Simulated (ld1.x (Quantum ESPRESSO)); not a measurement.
**What one change does to a pseudopotential (titanium, ultrasoft)**

- Element: titanium
- Generator: ld1.x (Quantum ESPRESSO) 7.5
- Type: ultrasoft
- Functional: BLYP
- Relativity: scalar-relativistic
- Frozen core: [Ar]
- Valence charge: 4
- Reference configuration: 3d2 4s1.75 4p0.25
- Partial waves: 4s (bound): rcut 2.20, rcutus 2.90 bohr; 4s channel at 0.05 Ry: rcut 2.20, rcutus 2.90 bohr; 4p (bound): rcut 3.00, rcutus 3.35 bohr; 4p channel at 1.35 Ry: rcut 3.00, rcutus 3.35 bohr; 3d (bound): rcut 1.70, rcutus 2.40 bohr; 3d channel at 3.2 Ry: rcut 1.70, rcutus 2.40 bohr
- Local potential: all-electron potential smoothed inside 1.95 bohr (lloc = -1)
- Core correction: a·sin(br)/r model core inside 1.30 bohr
- Augmentation charge: PSQ, radius 1.30 bohr

Change: wave 3d channel at 3.2 Ry: rcut 1.70, rcutus 2.40 bohr becomes 3d channel at 1.42 Ry: rcut 1.70, rcutus 2.40 bohr.

Cutoffs: the cutoffs (Ry, on a coarse ladder) from which the occupation-weighted sum of valence levels, in a spherical-Bessel basis at the reference potential, stays within 10 and 1 mRy of its value at 400 Ry; they do not see the model core or the augmentation charge, which bear on the density cutoff. Errors are all-electron minus pseudo energies relative to the spin-unpolarised reference configuration.

Task: Predict the effect on cutoff, ghosts and configuration errors.

Result: The potential gets harder (15 Ry and 18 Ry → 15 Ry and 21 Ry); of the 7 tests that both files solve, the error grows in 1 and shrinks in 0 by more than 15 % and 0.3 meV (median size 11.7 → 12.9 meV); the range in which the d phases agree narrows (upper end at the end of the scan → 3.5); neither file shows a bound ghost at the reference potential, the only one tested.

| quantity | base | changed |
| --- | --- | --- |
| cutoff, loose | 15 Ry | 15 Ry |
| cutoff, tight | 18 Ry | 21 Ry |
| bound ghosts | none | none |
| error for 3d2 4s2 4p0, meV [ΔE -0.76 eV] | 0.0 | 0.0 |
| error for 3d2 4s1 4p0, meV [ΔE 6.53 eV] | -1.0 | -1.3 |
| error for 3d2 4s0 4p0, meV [ΔE 20.25 eV] | -12 | -13 |
| error for 3d1 4s0 4p0, meV [ΔE 47.19 eV] | -677 | -707 |
| error for 3d3 4s1 4p0, meV [ΔE 0.36 eV] | -69 | -72 |
| error for 3d1 4s2 4p0, meV [ΔE 8.88 eV] | -94 | -98 |
| error for 3d2 4s1.5 4p0, meV [ΔE 2.13 eV] | -0.2 | -0.2 |
| s: phases at 3.63 bohr within 0.05 rad from the reference energy up to (Ry; the scan ends near 5) | 2.1 | 2.1 |
| p: phases at 3.63 bohr within 0.05 rad from the reference energy up to (Ry; the scan ends near 5) | 2.4 | 2.4 |
| d: phases at 3.63 bohr within 0.05 rad from the reference energy up to (Ry; the scan ends near 5) | to the end of the scan | 3.5 |
| lowest overlap eigenvalue by channel | s 0.34, p 0.55, d 0.83 | s 0.34, p 0.55, d 0.86 |

Base: These tests converged, but a pseudo level misses the all-electron one widely, so the file describes the atom poorly there or has found another state: 3d1 4s0 4p0: empty 4s by 5.1 eV (a node warning on the way). Changed file: These tests converged, but a pseudo level misses the all-electron one widely, so the file describes the atom poorly there or has found another state: 3d1 4s0 4p0: empty 4p by 6.2 eV (a node warning on the way).
